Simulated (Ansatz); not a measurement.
`F[C@H]1C=CC[C@@H]1F` and `FC1C=CCC1` differ in one atom or group.

Ansatz, PBE0-D4/def2-TZVP geometries, multiplicity 1. 

| property | `F[C@H]1C=CC[C@@H]1F` |
| --- | --- |
| HOMO energy (B3LYP/def2-TZVPP) / eV | -7.67 |
| HOMO–LUMO gap (PBE0/def2-TZVPP) / eV | 7.58 |
| ideal-gas entropy at 298 K and 1 bar (rigid rotor, harmonic PBE0-D4/def2-TZVP) / J/(mol·K) | 331 |
| HOMO–LUMO gap (B3LYP/def2-TZVPP) / eV | 7.11 |
| LUMO energy (PBE0/def2-TZVPP) / eV | -0.31 |
| size of the dipole moment (PBE/def2-TZVPP) / D | 1.73 |

Task: Give the same properties after the change, and the shifts. (Estimate.)

Result: The calculation gave: 
| property | `FC1C=CCC1` | shift |
| --- | --- | --- |
| HOMO energy (B3LYP/def2-TZVPP) / eV | -7.37 | 0.30 |
| HOMO–LUMO gap (PBE0/def2-TZVPP) / eV | 7.56 | -0.02 |
| ideal-gas entropy at 298 K and 1 bar (rigid rotor, harmonic PBE0-D4/def2-TZVP) / J/(mol·K) | 310 | -21 |
| HOMO–LUMO gap (B3LYP/def2-TZVPP) / eV | 7.10 | -0.01 |
| LUMO energy (PBE0/def2-TZVPP) / eV | -0.02 | 0.29 |
| size of the dipole moment (PBE/def2-TZVPP) / D | 1.93 | 0.20 |

Dipoles are sizes alone; their direction can turn. Modes under 60 cm⁻¹, often nearly free rotors, make the harmonic entropy too high.

B3LYP here is the variant with VWN-RPA as its local correlation; programs differ in this.
